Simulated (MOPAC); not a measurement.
MOPAC input (AM1):

```
AM1 PRECISE GNORM=0.05 LET XYZ CHARGE=-1 GEO-OK AUX(PRECISION=9) THREADS=1
C5H7

C     2.01116647 1   -0.14116608 1    0.71674298 1
C     1.15883453 1   -0.33527093 1   -0.33786334 1
C     0.13229414 1    0.46972550 1   -0.86666829 1
C    -1.15292901 1    0.53841472 1   -0.52702235 1
C    -1.85067398 1   -0.27528177 1    0.55290036 1
H     2.85268462 1   -0.80350910 1    0.88741236 1
H     1.92767184 1    0.72969003 1    1.35854973 1
H     1.37008135 1   -1.22551488 1   -0.94347189 1
H    -1.83038786 1    1.22947215 1   -1.04684084 1
H    -2.36518297 1    0.36225888 1    1.28750256 1
H    -2.62119744 1   -0.94214988 1    0.13588835 1
H    -1.12582231 1   -0.88877581 1    1.09242370 1
```

Output:

```
 *******************************************************************************
 **                                                                           **
 **                              MOPAC v23.2.5                                **
 **                                                                           **
 *******************************************************************************
 ** MOPAC's Digital Object Identifier: https://doi.org/10.5281/zenodo.6511958 **
 **                                                                           **
 ** Please cite the open-source release paper for use of this MOPAC version:  **
 ** J. E. Moussa and J. J. P. Stewart (2026)                                  **
 ** MOPAC: An open-source semiempirical molecular orbital program             **
 ** J. Open Source Softw., 11(119), 8025, https://doi.org/10.21105/joss.08025 **
 *******************************************************************************

                              AM1 CALCULATION RESULTS

 *******************************************************************************
 *  AM1        - The AM1 Hamiltonian to be used
 *  GEO-OK     - OVERRIDE INTERATOMIC DISTANCE AND OTHER SAFETY CHECKS
 *
 *
 *
 *                 CHARGE ON SYSTEM = -1
 *
 *
 *
 *  LET        - OVERRIDE SOME SAFETY CHECKS
 *  PRECISE    - TIGHTER CRITERIA TO BE USED
 *  XYZ        - CARTESIAN COORDINATE SYSTEM TO BE USED
 *  GNORM      - EXIT WHEN GRADIENT NORM DROPS BELOW 0.050
 *  AUX        - OUTPUT AUXILIARY INFORMATION
 *******************************************************************************
AM1 PRECISE GNORM=0.05 LET XYZ CHARGE=-1 GEO-OK AUX(PRECISION=9) THREADS=1
 C5H7

   ATOM   CHEMICAL          X               Y               Z
  NUMBER   SYMBOL      (ANGSTROMS)     (ANGSTROMS)     (ANGSTROMS)

     1       C          2.01116647  *  -0.14116608  *   0.71674298  *
     2       C          1.15883453  *  -0.33527093  *  -0.33786334  *
     3       C          0.13229414  *   0.46972550  *  -0.86666829  *
     4       C         -1.15292901  *   0.53841472  *  -0.52702235  *
     5       C         -1.85067398  *  -0.27528177  *   0.55290036  *
     6       H          2.85268462  *  -0.80350910  *   0.88741236  *
     7       H          1.92767184  *   0.72969003  *   1.35854973  *
     8       H          1.37008135  *  -1.22551488  *  -0.94347189  *
     9       H         -1.83038786  *   1.22947215  *  -1.04684084  *
    10       H         -2.36518297  *   0.36225888  *   1.28750256  *
    11       H         -2.62119744  *  -0.94214988  *   0.13588835  *
    12       H         -1.12582231  *  -0.88877581  *   1.09242370  *

          CARTESIAN COORDINATES

    NO.       ATOM           X           Y           Z

     1         C          2.0112     -0.1412      0.7167
     2         C          1.1588     -0.3353     -0.3379
     3         C          0.1323      0.4697     -0.8667
     4         C         -1.1529      0.5384     -0.5270
     5         C         -1.8507     -0.2753      0.5529
     6         H          2.8527     -0.8035      0.8874
     7         H          1.9277      0.7297      1.3585
     8         H          1.3701     -1.2255     -0.9435
     9         H         -1.8304      1.2295     -1.0468
    10         H         -2.3652      0.3623      1.2875
    11         H         -2.6212     -0.9421      0.1359
    12         H         -1.1258     -0.8888      1.0924

  H: (AM1): M.J.S. DEWAR ET AL, J. AM. CHEM. SOC. 107 3902-3909 (1985)
  C: (AM1): M.J.S. DEWAR ET AL, J. AM. CHEM. SOC. 107 3902-3909 (1985)

           Empirical Formula: C5 H7  =    12 atoms

      MOLECULAR POINT GROUP   :   C1

      RHF CALCULATION, NO. OF DOUBLY OCCUPIED LEVELS = 14

          Geometry optimization using EF

          DIAGONAL MATRIX USED AS START HESSIAN

 CYCLE:     1  GRAD.:    81.788 HEAT:  51.20090
 CYCLE:     2  GRAD.:   362.734 HEAT:  69.20641
 CYCLE:     3  GRAD.:   339.420 HEAT:  70.86927
 CYCLE:     4  GRAD.:   279.459 HEAT:  63.08581
 CYCLE:     5  GRAD.:   346.253 HEAT:  70.06092
 CYCLE:     6  GRAD.:   214.728 HEAT:  60.28475
 CYCLE:     7  GRAD.:   178.199 HEAT:  54.18964
 CYCLE:     8  GRAD.:   287.094 HEAT:  66.09509
 CYCLE:     9  GRAD.:   229.269 HEAT:  57.35119
 CYCLE:    10  GRAD.:   146.842 HEAT:  54.24189
 CYCLE:    11  GRAD.:   304.226 HEAT:  64.54526
 CYCLE:    12  GRAD.:   169.953 HEAT:  55.85969
 CYCLE:    13  GRAD.:   193.274 HEAT:  55.04778
 CYCLE:    14  GRAD.:   105.914 HEAT:  49.85320
 CYCLE:    15  GRAD.:   244.203 HEAT:  60.96802
 CYCLE:    16  GRAD.:   113.068 HEAT:  49.87122
 CYCLE:    17  GRAD.:   186.555 HEAT:  58.16499
 CYCLE:    18  GRAD.:    65.899 HEAT:  47.60182
 CYCLE:    19  GRAD.:   179.101 HEAT:  56.15512
 CYCLE:    20  GRAD.:    85.610 HEAT:  47.99299
 CYCLE:    21  GRAD.:   189.301 HEAT:  65.85169
 CYCLE:    22  GRAD.:    46.476 HEAT:  46.73936
 CYCLE:    23  GRAD.:   100.486 HEAT:  50.57883
 CYCLE:    24  GRAD.:    16.643 HEAT:  45.64352
 CYCLE:    25  GRAD.:    22.390 HEAT:  45.65759
 CYCLE:    26  GRAD.:     5.727 HEAT:  45.38832
 CYCLE:    27  GRAD.:     7.043 HEAT:  45.22534
 CYCLE:    28  GRAD.:    22.441 HEAT:  44.64337
 CYCLE:    29  GRAD.:    31.267 HEAT:  44.11452
 CYCLE:    30  GRAD.:    19.134 HEAT:  43.42884
 CYCLE:    31  GRAD.:    20.218 HEAT:  43.21804
 CYCLE:    32  GRAD.:    13.537 HEAT:  42.99534
 CYCLE:    33  GRAD.:    12.260 HEAT:  42.96746
 CYCLE:    34  GRAD.:     4.314 HEAT:  42.85857
 CYCLE:    35  GRAD.:     5.292 HEAT:  42.81190
 CYCLE:    36  GRAD.:     3.508 HEAT:  42.76902
 CYCLE:    37  GRAD.:     4.671 HEAT:  42.75077
 CYCLE:    38  GRAD.:     4.276 HEAT:  42.73634
 CYCLE:    39  GRAD.:     3.710 HEAT:  42.72139
 CYCLE:    40  GRAD.:     4.219 HEAT:  42.69578
 CYCLE:    41  GRAD.:     4.200 HEAT:  42.66397
 CYCLE:    42  GRAD.:     1.965 HEAT:  42.65324
 CYCLE:    43  GRAD.:     2.072 HEAT:  42.64573
 CYCLE:    44  GRAD.:     1.664 HEAT:  42.64216
 CYCLE:    45  GRAD.:     0.637 HEAT:  42.64087
 CYCLE:    46  GRAD.:     0.365 HEAT:  42.64036
 CYCLE:    47  GRAD.:     0.483 HEAT:  42.64005
 CYCLE:    48  GRAD.:     0.518 HEAT:  42.63961
 CYCLE:    49  GRAD.:     0.565 HEAT:  42.63912
 CYCLE:    50  GRAD.:     0.342 HEAT:  42.63880
 CYCLE:    51  GRAD.:     0.649 HEAT:  42.63825
 CYCLE:    52  GRAD.:     0.598 HEAT:  42.63798
 CYCLE:    53  GRAD.:     0.885 HEAT:  42.63709
 CYCLE:    54  GRAD.:     0.655 HEAT:  42.63656
 CYCLE:    55  GRAD.:     1.008 HEAT:  42.63630
 CYCLE:    56  GRAD.:     0.482 HEAT:  42.63472
 CYCLE:    57  GRAD.:     0.318 HEAT:  42.63423
 CYCLE:    58  GRAD.:     0.640 HEAT:  42.63364
 CYCLE:    59  GRAD.:     0.372 HEAT:  42.63304
 CYCLE:    60  GRAD.:     0.317 HEAT:  42.63237
 CYCLE:    61  GRAD.:     0.304 HEAT:  42.63161
 CYCLE:    62  GRAD.:     1.773 HEAT:  42.63376
 CYCLE:    63  GRAD.:     0.368 HEAT:  42.63074
 CYCLE:    64  GRAD.:     0.131 HEAT:  42.63063
 CYCLE:    65  GRAD.:     0.093 HEAT:  42.63063
 CYCLE:    66  GRAD.:     0.030 HEAT:  42.63062

     GRADIENT =  0.03050 IS LESS THAN CUTOFF =  0.05000

 -------------------------------------------------------------------------------
 AM1 PRECISE GNORM=0.05 LET XYZ CHARGE=-1 GEO-OK AUX(PRECISION=9) THREADS=1
 C5H7

     GEOMETRY OPTIMISED USING EIGENVECTOR FOLLOWING (EF).
     SCF FIELD WAS ACHIEVED

                              AM1 CALCULATION
                                                       MOPAC v23.2.5 Linux

          FINAL HEAT OF FORMATION =         42.63062 KCAL/MOL =     178.36650 KJ/MOL

          COSMO AREA              =        125.40 SQUARE ANGSTROMS
          COSMO VOLUME            =        107.02 CUBIC ANGSTROMS

          GRADIENT NORM           =          0.03050          =       0.00880 PER ATOM
          IONIZATION POTENTIAL    =          1.225260 EV
          HOMO LUMO ENERGIES (EV) =         -1.225  7.159
          NO. OF FILLED LEVELS    =         14
          MOLECULAR WEIGHT        =         67.1103         POINT GROUP:  C1

          MOLECULAR DIMENSIONS (Angstroms)

            Atom       Atom       Distance
            H    11    H     6     6.48847
            H    10    H     8     3.17084
            H    12    H     9     3.06829

          SCF CALCULATIONS        =         67

   ATOM   CHEMICAL          X               Y               Z
  NUMBER   SYMBOL      (ANGSTROMS)     (ANGSTROMS)     (ANGSTROMS)

     1       C          2.38229655  *   0.02713050  *   0.49844674  *
     2       C          1.35209291  *  -0.36181864  *  -0.31189778  *
     3       C          0.07271409  *   0.04393992  *  -0.30544957  *
     4       C         -1.15972618  *   0.43305461  *  -0.34951068  *
     5       C         -2.28084560  *  -0.18627199  *   0.40038794  *
     6       H          3.38183096  *  -0.39171176  *   0.38203354  *
     7       H          2.25659441  *   0.76362972  *   1.29006936  *
     8       H          1.58527021  *  -1.12188413  *  -1.09159375  *
     9       H         -1.48665528  *   1.29341938  *  -0.96873350  *
    10       H         -2.76533351  *   0.56212181  *   1.07804372  *
    11       H         -3.06825859  *  -0.56345961  *  -0.30141716  *
    12       H         -1.92978876  *  -1.04368394  *   1.02333127  *

                             CARTESIAN COORDINATES

   1    C        2.382296546     0.027130505     0.498446740
   2    C        1.352092910    -0.361818640    -0.311897776
   3    C        0.072714088     0.043939923    -0.305449568
   4    C       -1.159726177     0.433054612    -0.349510676
   5    C       -2.280845603    -0.186271991     0.400387941
   6    H        3.381830961    -0.391711758     0.382033537
   7    H        2.256594414     0.763629718     1.290069364
   8    H        1.585270214    -1.121884127    -1.091593754
   9    H       -1.486655284     1.293419384    -0.968733505
  10    H       -2.765333508     0.562121807     1.078043718
  11    H       -3.068258587    -0.563459609    -0.301417162
  12    H       -1.929788761    -1.043683944     1.023331269

           Empirical Formula: C5 H7  =    12 atoms

      MOLECULAR POINT GROUP   :   C1

                  EIGENVALUES
 -29.99145 -27.32974 -21.71997 -17.51534 -12.65645 -10.47285  -9.67554  -9.32588
  -8.64269  -7.75962  -6.60767  -5.33705  -4.10972  -1.22526   7.15909   7.57906
   8.71195   8.92883   9.07549   9.63843   9.81874  10.49755  10.61021  11.04043
  11.63951  12.07310  12.88726

              NET ATOMIC CHARGES AND DIPOLE CONTRIBUTIONS

  ATOM NO.   TYPE          CHARGE      No. of ELECS.   s-Pop       p-Pop
    1          C          -0.590104        4.5901     1.21935     3.37076
    2          C           0.080672        3.9193     1.16582     2.75351
    3          C          -0.489479        4.4895     1.21560     3.27388
    4          C          -0.148423        4.1484     1.17615     2.97228
    5          C          -0.152653        4.1527     1.21814     2.93452
    6          H           0.052081        0.9479     0.94792
    7          H           0.070703        0.9293     0.92930
    8          H           0.053916        0.9461     0.94608
    9          H           0.031191        0.9688     0.96881
   10          H           0.021284        0.9787     0.97872
   11          H           0.016556        0.9834     0.98344
   12          H           0.054255        0.9457     0.94574
 DIPOLE           X         Y         Z       TOTAL
 POINT-CHG.    -2.961    -0.761    -0.358     3.078
 HYBRID        -0.202    -0.027     0.019     0.205
 SUM           -3.163    -0.788    -0.339     3.277

          ATOMIC ORBITAL ELECTRON POPULATIONS

     Atom    s        px        py        pz
    1  C   1.21935   0.95023   1.24616   1.17437
    2  C   1.16582   0.88523   0.93137   0.93691
    3  C   1.21560   0.95048   1.20596   1.11745
    4  C   1.17615   0.89326   1.01546   1.06356
    5  C   1.21814   0.98157   0.97975   0.97320
    6  H   0.94792
    7  H   0.92930
    8  H   0.94608
    9  H   0.96881
   10  H   0.97872
   11  H   0.98344
   12  H   0.94574

 **********************
 *                    *
 * JOB ENDED NORMALLY *
 *                    *
 **********************

 == MOPAC DONE ==
```

The dipole moment of an ion depends on the origin.

The geometry given is a B3LYP-D3(BJ)/def2-TZVP minimum.
